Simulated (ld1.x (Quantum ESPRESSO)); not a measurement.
u(r) = r·R(r): atom against pseudo-atom (cerium)

Columns: radius, all-electron u(r) and pseudo u(r) of the 5d shell (level -5.86 eV) of cerium in the configuration [Xe] 4f1 5d1 6s1.5 6p0; LDA (PZ), scalar-relativistic, RRKJ scheme, ld1.x (Quantum ESPRESSO) 7.5.

| r (bohr) | all-electron | pseudo |
| --- | --- | --- |
| 0.185 | 0.1738 | 0.0021 |
| 0.370 | -0.1323 | 0.0159 |
| 0.555 | -0.2847 | 0.0504 |
| 0.740 | -0.1898 | 0.1093 |
| 0.925 | 0.0043 | 0.1905 |
| 1.110 | 0.2020 | 0.2868 |
| 1.295 | 0.3653 | 0.3874 |
| 1.480 | 0.4854 | 0.4810 |
| 1.665 | 0.5655 | 0.5581 |
| 1.850 | 0.6128 | 0.6127 |
| 2.035 | 0.6347 | 0.6428 |
| 2.220 | 0.6380 | 0.6506 |
| 2.405 | 0.6281 | 0.6406 |
| 2.590 | 0.6089 | 0.6184 |
| 2.775 | 0.5838 | 0.5892 |
| 2.960 | 0.5550 | 0.5571 |
| 3.145 | 0.5241 | 0.5245 |
| 3.330 | 0.4923 | 0.4923 |
| 3.515 | 0.4604 | 0.4604 |
| 3.700 | 0.4289 | 0.4289 |
| 3.885 | 0.3984 | 0.3984 |
| 4.070 | 0.3689 | 0.3689 |
| 4.255 | 0.3408 | 0.3408 |
| 4.440 | 0.3141 | 0.3141 |
| 4.625 | 0.2888 | 0.2888 |
| 4.810 | 0.2651 | 0.2651 |

(1) How many radial nodes do the two functions have?

(2) At about which radius was the pseudo-wave matched?

(3) Where does each function peak?

(4) Is the pseudo-wave norm-conserving?

Results:

(1) The all-electron 5d function has n − l − 1 = 2; the pseudo-wave has 0, since the states of the same l below it are removed with the core.

(2) 3.35 bohr. The columns agree to 0.0005 from 3.15 bohr on; several derivatives are matched, so the curves merge somewhat inside the radius.

(3) Outermost all-electron maximum near 2.22 bohr, pseudo maximum near 2.22 bohr (to the table’s step).

(4) Yes: the RRKJ scheme keeps the norm inside the radius equal to the all-electron one, which fixes the energy derivative of the logarithmic derivative at the level.
